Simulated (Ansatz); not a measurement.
H2Si (SMILES [SiH2]), triplet, at a GFN2-xTB geometry; Ansatz (a quantum-chemistry and plane-wave program) with MP2/aug-cc-pVDZ.

Here is a job for Ansatz.
Ansatz 0.2 input:
```yaml
crystal:
  periodic: [false, false, false]
  atoms:
    - {symbol: Si, position_ang: [-0.00166170, 0.08538378, 0.00495698]}
    - {symbol: H, position_ang: [-1.25761844, -0.62511866, 0.01233517]}
    - {symbol: H, position_ang: [1.28088231, -0.57025423, -0.08173290]}
basis:
  gaussian:
    orbitals: aug-cc-pVDZ
magnetization: {spin_polarized: true, initial_magnetization: 2}
correlation: {method: mp2}
```

Output, abridged:

```
Functional definition: HF
446 factors; integrals over basis functions are off by at most 7.9e-4 eV
mean field evaluation 1: about -7890.8555 eV, gradient 6.5e0 eV
mean field evaluation 2: about -7890.8554 eV, gradient 6.5e0 eV
mean field evaluation 4: about -7891.5834 eV, gradient 6.9e-1 eV
mean field evaluation 8: about -7891.5968 eV, gradient 2.2e-3 eV
mean field -7891.59679209 eV, -290.0108329930 hartree, gradient 2.3e-6 eV, S^2 2.006707; 0 other end points of the search recorded, 0 dependent functions left out
5 core orbitals not correlated
reference -7891.59679209 eV, -290.0108329930 hartree; 4, 2 occupied and 36, 38 virtual orbitals, 446 factors
second order -2.06022932 eV of doubles, -0.00000000 eV of singles
Total energy: -7893.65702142 eV, -290.0865450242 hartree
```
